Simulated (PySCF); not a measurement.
methyl chloride (CH3Cl), singlet, geometry from GFN2-xTB; B3LYP/pcseg-1 in PySCF.

Here is a job for PySCF.
```python
from pyscf import gto, scf, dft

mol = gto.Mole()
mol.atom = '''
    C    -0.00149191    0.04693566   -1.12182869
    Cl    0.00086957   -0.02735682    0.65386656
    H    -0.03217621    1.09066645   -1.41847283
    H     0.90554001   -0.42739850   -1.48323349
    H    -0.87919504   -0.47981606   -1.48305307
'''
mol.basis = 'pcseg-1'
mol.verbose = 5
mol.build()

mf = dft.RKS(mol)
mf.xc = 'b3lyp'
mf.grids.atom_grid = (50, 194)
mf.kernel()
mf.analyze()
```

Output, abridged:

```
PySCF version 2.14.0

[INPUT] verbose = 5
[INPUT] max_memory = 4000
[INPUT] num. atoms = 5
[INPUT] num. electrons = 26
[INPUT] charge = 0
[INPUT] spin (= nelec alpha-beta = 2S) = 0
[INPUT] symmetry False subgroup None
[INPUT] Mole.unit = angstrom
[INPUT] Symbol           X                Y                Z      unit          X                Y                Z       unit  Magmom
[...]
[INPUT] ---------------- BASIS SET ----------------
[INPUT] l, kappa, [nprim/nctr], expnt,             c_1 c_2 ...
[INPUT] Cl
[...]
                                8420.32           0.0057082    0    0    0
                                1916.46           0.0292141    0    0    0
                                542.099           0.112411    0    0    0
                                175.74            0.313999    0    0    0
                                62.7191            0.5    0    0    0
                                23.4123           0.302077    0    0    0
                                52.2067              0 -0.0897496    0    0
                                5.66022              0 0.573007    0    0
                                2.2423               0  0.5    0    0
                                0.456488             0    0    1    0
                                0.159693             0    0    0    1
[...]
                                125.415           0.0300914    0    0
                                39.9394           0.129733    0    0
                                14.6334           0.341517    0    0
                                5.64837            0.5    0    0
                                2.1536            0.289333    0    0
                                1.0881               0 0.252417    0
                                0.387168             0  0.5    0
                                0.123929             0    0    1
[...]
[INPUT] C
[...]
                                187.145           0.0449576    0    0
                                42.5126           0.197901    0    0
                                11.7393            0.5    0    0
                                3.50548           0.480364    0    0
                                5.39089              0 -0.070398    0
                                0.493341             0  0.5    0
                                0.149741             0    0    1
[...]
                                1.93658           0.224999    0
                                0.526296           0.5    0
                                0.136319             0    1
[...]
[INPUT] H
[...]
                                1.86871           0.15915    0
                                0.418208           0.5    0
                                0.1061               0    1
[...]
nuclear repulsion = 51.4948651614618
number of shells = 12
number of NR pGTOs = 90
number of NR cGTOs = 47
basis = pcseg-1
ecp = {}

******** <class 'pyscf.dft.rks.RKS'> ********
method = RKS
initial guess = minao
damping factor = 0
level_shift factor = 0
DIIS = <class 'pyscf.scf.diis.CDIIS'>
diis_start_cycle = 1
diis_space = 8
diis_damp = 0
SCF conv_tol = 1e-09
SCF conv_tol_grad = None
SCF max_cycles = 50
direct_scf = True
direct_scf_tol = 1e-13
XC library pyscf.dft.libxc version 7.1.2
    S. Lehtola, C. Steigemann, M. J. T. Oliveira, and M. A. L. Marques,  SoftwareX 7, 1–5 (2018)
XC functionals = b3lyp
    P. J. Stephens, F. J. Devlin, C. F. Chabalowski, and M. J. Frisch,  J. Phys. Chem. 98, 11623 (1994)
radial grids:
    Treutler-Ahlrichs [JCP 102, 346 (1995); DOI:10.1063/1.469408] (M4) radial grids

becke partition: Becke, JCP 88, 2547 (1988); DOI:10.1063/1.454033
pruning grids: <function nwchem_prune>
grids dens level: 3
symmetrized grids: False
atomic radii adjust function: <function treutler_atomic_radii_adjust>
User specified grid scheme (50, 194)
small_rho_cutoff = 0
Set gradient conv threshold to 3.16228e-05
Initial guess from minao.
[...]
converged SCF energy = -500.102910640843
Total Energy =                        -500.102910640842879
[...]
1 Cl 4s         -0.00000   0.02629   0.00000   0.00000   0.02243
1 Cl 2px        -0.00032  -0.00000  -0.00010   0.00010   0.00000
1 Cl 2py         0.00002   0.00000   0.00010   0.00010  -0.00000
1 Cl 2pz         0.00000  -0.00011   0.00000   0.00000   0.00006
1 Cl 3px         0.00779   0.00001   0.00112  -0.00118  -0.00001
1 Cl 3py        -0.00042  -0.00024  -0.00118  -0.00112   0.00026
1 Cl 3pz        -0.00003   0.00562  -0.00005  -0.00005  -0.00614
1 Cl 4px        -0.00828  -0.00001  -0.01554   0.01639  -0.00000
1 Cl 4py         0.00044   0.00025   0.01638   0.01553   0.00010
1 Cl 4pz         0.00003  -0.00592   0.00071   0.00063  -0.00236
1 Cl 3dxy        0.02475   0.00001  -0.00855   0.01104  -0.00000
1 Cl 3dyz        0.00648   0.00586   0.02262   0.02149  -0.00270
1 Cl 3dz^2       0.00074  -0.08077   0.00171   0.00152   0.03721
1 Cl 3dxz       -0.11889  -0.00019  -0.02237   0.02366   0.00009
1 Cl 3dx2-y2    -0.00270   0.00012   0.01292   0.01045  -0.00006
2 H 1s           0.00006  -0.00315   0.00691   0.00618  -0.02735
2 H 2s          -0.00542  -0.01731   0.01747   0.01561   0.04083
2 H 2px          0.36822  -0.00770  -0.35302   0.40369  -0.01482
2 H 2py          0.02102   0.26384  -0.15697  -0.11915   0.50403
2 H 2pz         -0.04656   0.41697  -0.19101  -0.17077  -0.16662
3 H 1s          -0.00070  -0.00315  -0.00880   0.00290  -0.02735
3 H 2s           0.05919  -0.01731  -0.02226   0.00732   0.04083
3 H 2px         -0.00371   0.24803   0.25303   0.18465   0.43714
3 H 2py          0.16007  -0.15020   0.04446   0.48213  -0.22763
3 H 2pz          0.51962   0.39929   0.23712  -0.05759  -0.19782
4 H 1s           0.00063  -0.00315   0.00189  -0.00907  -0.02735
4 H 2s          -0.05377  -0.01731   0.00478  -0.02294   0.04083
4 H 2px          0.04052  -0.23871  -0.23989  -0.22972  -0.42307
4 H 2py         -0.20275  -0.16451   0.47082  -0.02337  -0.25289
4 H 2pz         -0.47451   0.39934  -0.03061   0.24212  -0.19774
               #46       #47
0 C 1s          -0.00000  -0.00000
0 C 2s           0.00000   0.00000
0 C 3s           0.00000  -0.00000
0 C 2px         -0.00453   0.05979
0 C 2py          0.05974   0.00453
0 C 2pz          0.00251   0.00011
0 C 3px          0.00129  -0.01708
0 C 3py         -0.01706  -0.00129
0 C 3pz         -0.00071  -0.00003
0 C 3dxy        -0.00777  -0.50603
0 C 3dyz        -0.28008  -0.02250
0 C 3dz^2       -0.02118  -0.00093
0 C 3dxz         0.02335  -0.32428
0 C 3dx2-y2     -0.53127   0.00504
1 Cl 1s         -0.00000   0.00000
1 Cl 2s          0.00000  -0.00000
1 Cl 3s          0.00000   0.00000
1 Cl 4s          0.00000   0.00000
1 Cl 2px         0.00000  -0.00000
1 Cl 2py        -0.00000  -0.00000
1 Cl 2pz        -0.00000  -0.00000
1 Cl 3px         0.00019  -0.00247
1 Cl 3py        -0.00246  -0.00019
1 Cl 3pz        -0.00010  -0.00000
1 Cl 4px         0.00070  -0.00922
1 Cl 4py        -0.00921  -0.00070
1 Cl 4pz        -0.00039  -0.00002
1 Cl 3dxy        0.00009   0.00456
1 Cl 3dyz        0.00712   0.00055
1 Cl 3dz^2       0.00053   0.00002
1 Cl 3dxz       -0.00056   0.00754
1 Cl 3dx2-y2     0.00518  -0.00003
2 H 1s          -0.05155  -0.00239
2 H 2s           0.05065   0.00235
2 H 2px         -0.01899   0.01682
2 H 2py          0.61792   0.02920
2 H 2pz         -0.18486  -0.00858
3 H 1s           0.02784  -0.04344
3 H 2s          -0.02736   0.04269
3 H 2px         -0.28282   0.45684
3 H 2py          0.16449  -0.22781
3 H 2pz          0.12109  -0.18774
4 H 1s           0.02370   0.04584
4 H 2s          -0.02329  -0.04504
4 H 2px          0.23054   0.46607
4 H 2py          0.15649   0.26988
4 H 2pz          0.10313   0.19805
 ** Mulliken pop on meta-lowdin orthogonal AOs  **
 ** Mulliken pop  **
 ** Mulliken atomic charges  **
charge of    0C =     -0.23433
charge of    1Cl =     -0.13154
charge of    2H =      0.12195
charge of    3H =      0.12196
charge of    4H =      0.12196
Dipole moment(X, Y, Z, Debye): -0.00274,  0.08567, -2.04752
```
